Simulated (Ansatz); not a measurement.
H2Pb (SMILES [PbH2]), charge 0, multiplicity 1, relaxed at each level with Ansatz (a first-principles code); harmonic frequencies from differences of analytic forces, average atomic masses, frozen cores. Elements past Kr take the def2 small-core potentials, without spin–orbit coupling.

Task: Give the equilibrium geometry, the harmonic frequencies and the zero-point energy at CCSD(T)/def2-SVP.

Result: 
(charge 0, multiplicity 1):
```xyz
3

Pb     0.005     0.000     0.035
H     -0.188    -1.307    -1.284
H     -0.157     1.342    -1.252
```
Frequencies (cm⁻¹): 739, 1585, 1588. Zero-point energy 5.59 kcal/mol.

Task: Give the equilibrium geometry, the harmonic frequencies and the zero-point energy at CCSD(T)/def2-TZVPP.

Result: 
(charge 0, multiplicity 1):
```xyz
3

Pb     0.004     0.000     0.030
H     -0.188    -1.306    -1.281
H     -0.157     1.340    -1.250
```
Frequencies (cm⁻¹): 732, 1589, 1594. Zero-point energy 5.60 kcal/mol.
